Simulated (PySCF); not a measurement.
O2Se, SMILES O=[Se]=O. Coordinates come from a PBE-D3(BJ)/def2-TZVP optimisation.

The numbers are results of PBE-D3(BJ)/def2-TZVP run with PySCF, not measurements.

Harmonic wavenumbers (cm⁻¹): 351, 920, 958. Rotational constants (GHz): 28.12, 8.434, 6.488; symmetry number 2.

**Question.** Work out the zero-point energy and the ideal-gas rigid-rotor harmonic-oscillator thermochemistry at 298.15 K and 1 atm.

**Answer.** ZPE = ½ Σ hcν = ½ × 2229 cm⁻¹ = 3.19 kcal/mol. H − E(el) = 5.84 kcal/mol. Entropy in cal/(mol K): translation 40.03, rotation 21.48, vibration 1.40, total 62.91. G − E(el) = -12.92 kcal/mol. Cp = 10.42 cal/(mol K).
